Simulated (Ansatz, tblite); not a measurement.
Cost and result up the ladder for GeMe3(NHiPr) (C₆H₁₇GeN) (25 atoms). The state is a singlet with charge 0. Geometry: PBE-D4/def2-SVP.

```xyz
25

Ge   -0.768   -0.450   -0.706
C    -0.834   -1.486   -2.377
H    -0.532   -2.536   -2.191
H    -0.157   -1.054   -3.142
H    -1.862   -1.486   -2.791
C    -2.042   -1.199    0.596
H    -2.143   -0.551    1.489
H    -1.698   -2.200    0.924
H    -3.042   -1.302    0.127
C    -1.248    1.435   -1.073
H    -0.534    1.885   -1.792
H    -1.235    2.039   -0.144
H    -2.268    1.493   -1.507
N     0.982   -0.708   -0.106
C     1.664    0.041    0.950
C     0.779    0.162    2.194
C     2.180    1.422    0.502
H     1.613   -0.882   -0.896
H     2.557   -0.560    1.249
H    -0.106    0.806    1.997
H     1.338    0.625    3.032
H     0.414   -0.832    2.520
H     1.336    2.094    0.240
H     2.777    1.915    1.299
H     2.828    1.329   -0.395
```

Ansatz on 4 threads of Arm Neoverse V1 on a shared host; xTB runs through tblite on one thread. Times are rough, summed over both states, and most runs start from the orbitals of an earlier one. PBE0-D4/def2-TZVP serves as the yardstick here, not as an exact answer. The other state is a triplet.

The xTB rows come from tblite.

xTB has no spin-polarisation term.

```tsv
level	functions	vertical triplet (eV)	difference from PBE0-D4/def2-TZVP (eV)
GFN1-xTB	71	6.47	1.03
r2SCAN-D4/def2-TZVP	367	5.29	-0.15
PBE-D4/def2-TZVP	367	5.13	-0.32
GFN2-xTB	54	7.31	1.86
PBE0-D4/def2-TZVP (with forces)	367	5.44	0.00
```

Question: Estimate how long each takes.

Answer: GFN2-xTB 0.023 s; GFN1-xTB 0.04 s; PBE-D4/def2-TZVP 23 s; r2SCAN-D4/def2-TZVP 47 s; PBE0-D4/def2-TZVP (with forces) 67 s. On shared hardware such times vary by a factor of up to 3.
